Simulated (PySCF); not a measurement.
C4HF4PS.
SMILES: `Fc1scpc1C(F)(F)F`

Computed with PySCF at CAM-B3LYP/def2-SVPD, non-relativistic, on one gas-phase PBE0-D3(BJ)/def2-SVP geometry that isn't relaxed in the solvent. The solvent is an IEF-PCM continuum (cavity from Bondi-type radii × 1.2), and excitations are vertical TDDFT with non-equilibrium linear response and a frozen core. Only the electrostatic response of the medium enters.

Gas-phase singlets (H = HOMO, L = LUMO):

| state | E (eV) | λ (nm) | f | leading configurations |
| --- | --- | --- | --- | --- |
| S1 | 4.974 | 249 | 0.088 | H→L 93% |
| S2 | 5.371 | 231 | 0.016 | H-1→L 67%, H→L+1 31% |
| S3 | 5.437 | 228 | 0.004 | H→L+2 73%, H-2→L 20% |
| S4 | 5.521 | 225 | 0.004 | H-2→L 78%, H→L+2 18% |
| S5 | 6.156 | 201 | 0.192 | H→L+1 61%, H-1→L 28% |

Question: What are the lowest 5 singlets in chloroform (ε = 4.711)?

Answer: 
| state | E (eV) | λ (nm) | f | leading configurations | change by rank (eV) |
| --- | --- | --- | --- | --- | --- |
| S1 | 4.889 | 254 | 0.136 | H→L 95% | -0.085 |
| S2 | 5.358 | 231 | 0.016 | H-1→L 65%, H→L+1 33% | -0.013 |
| S3 | 5.458 | 227 | 0.006 | H→L+2 69%, H-2→L 24% | +0.021 |
| S4 | 5.532 | 224 | 0.005 | H-2→L 74%, H→L+2 22% | +0.011 |
| S5 | 6.028 | 206 | 0.286 | H→L+1 61%, H-1→L 31% | -0.128 |

Question: The ground-state energy changes by -0.100 eV from gas to chloroform. By how much does the total energy of gas-phase S1 change?

Answer: E(S1) = E(S0) + excitation energy, so it changes by -0.100 − 0.085 = -0.185 eV: it is lowered more than the ground state, which is what a red shift means. This is the vertical state, with the slow part of the continuum still set for S0.

Question: How do the frontier levels move from gas to chloroform?

Answer: 
```json
{"orbital": "LUMO+2", "gas (eV)": "0.26", "solvent (eV)": "0.52", "change (eV)": "+0.26"}
{"orbital": "LUMO+1", "gas (eV)": "0.24", "solvent (eV)": "0.41", "change (eV)": "+0.17"}
{"orbital": "LUMO", "gas (eV)": "-0.98", "solvent (eV)": "-0.74", "change (eV)": "+0.24"}
{"orbital": "HOMO", "gas (eV)": "-8.71", "solvent (eV)": "-8.48", "change (eV)": "+0.23"}
{"orbital": "HOMO-1", "gas (eV)": "-9.61", "solvent (eV)": "-9.41", "change (eV)": "+0.20"}
{"orbital": "HOMO-2", "gas (eV)": "-10.10", "solvent (eV)": "-9.91", "change (eV)": "+0.19"}
{"orbital": "HOMO-3", "gas (eV)": "-12.34", "solvent (eV)": "-12.12", "change (eV)": "+0.22"}
```

The HOMO–LUMO gap goes from 7.73 to 7.74 eV.

Time: 57 s wall; peak memory 1.1 GiB. Hardware: Arm Neoverse V1, one thread, shared host. This is the whole response run at CAM-B3LYP/def2-SVPD in chloroform, SCF included.

Shape of the structure used: `[F:1][c:2]1[s:3][cH:4][p:5][c:6]1[C:7]([F:8])([F:9])[F:10]`: P5–C6–C7–F8 -118°.
